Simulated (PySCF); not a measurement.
The same groups moved round the core (benzothiophene chloro+silyl). Isolated molecules, 0 K electronic values unless said otherwise. Strings in code marks are SMILES.

The four lowest singlet excitations (Tamm–Dancoff). Method: PBE-D3(BJ)/def2-TZVP // PBE0-D3(BJ)/def2-SVP in PySCF. Excitations are Tamm–Dancoff values on a coarser integration grid. The basis has no diffuse functions, so Rydberg states are missing or too high.

```
state  energy (eV)  wavelength (nm)  oscillator strength
-----  -----------  ---------------  -------------------
S1            4.17              297                0.002
S2            4.27              290                0.032
S3            4.79              259                0.000
S4            4.99              248                0.150
```

Problem. Identify which member gives these states.
(A) `[SiH3]c1cc2ccc(Cl)cc2s1`
(B) `[SiH3]c1ccc(Cl)c2ccsc12`
(C) `[SiH3]c1cc2ccsc2cc1Cl`

Solution. C, `[SiH3]c1cc2ccsc2cc1Cl`
